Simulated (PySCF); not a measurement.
MoO2Cl2, SMILES [Cl][Mo](=[O])(=[O])[Cl], multiplicity 1. Geometry optimised at PBE-D3(BJ)/def2-SVP. The spin state was assumed, not searched. The isomer is the one that the SMILES or the coordinates give; other isomers of the formula were not compared. The def2 effective core potentials stand for the cores of Mo; spin–orbit coupling is left out.

Calculation: PBE-D3(BJ)/def2-SVP (PySCF).

Harmonic wavenumbers (cm⁻¹): 112, 169, 201, 228, 334, 420, 442, 998, 1016. Rotational constants (GHz): 2.689, 1.630, 1.326; symmetry number 2.

**Question.** Work out the zero-point energy and the ideal-gas rigid-rotor harmonic-oscillator thermochemistry at 298.15 K and 1 atm.

**Answer.** ZPE = ½ Σ hcν = ½ × 3921 cm⁻¹ = 5.61 kcal/mol. H − E(el) = 10.12 kcal/mol. Entropy in cal/(mol K): translation 41.77, rotation 27.03, vibration 12.82, total 81.61. G − E(el) = -14.22 kcal/mol. Cp = 20.56 cal/(mol K). Modes under 150 cm⁻¹ make the vibrational entropy uncertain.
